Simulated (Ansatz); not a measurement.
Reaction (redistribution): `F[SiH2]C[SiH](F)F` + `O[SiH](O)C[SiH2]F` → `O[SiH](O)C[SiH](F)F` + `F[SiH2]C[SiH2]F`

Isolated molecules relaxed with PBE0-D4/def2-TZVP in Ansatz; ΔE leaves out vibrations. CCSD(T)/CBS is the MP2 limit (def2-TZVPP, def2-QZVPP) plus CCSD(T) − MP2 in def2-TZVPP, frozen cores. DFT in def2-TZVPP. One conformer a species, not always the lowest.

| level | ΔE (kJ/mol) | difference from CCSD(T)/CBS |
| --- | --- | --- |
| PBE-D4 | 3.5 | -0.9 |
| ωB97X-V | 4.5 | 0.1 |
| ωB97M-V | 4.4 | 0.0 |
| B2PLYP | 4.9 | 0.5 |
| PBE0 | 4.1 | -0.3 |
| HF/def2-TZVPP | 6.8 | 2.4 |
| MP2/def2-TZVPP | 5.0 | 0.6 |
| SCS-MP2/def2-TZVPP | 5.5 | 1.1 |
| MP2/def2-QZVPP | 4.6 | 0.2 |
| HF/CBS(def2) | 6.4 | 2.0 |
| CCSD(T)/CBS | 4.4 | 0 |

Largest T1 diagnostic among the species: 0.012.
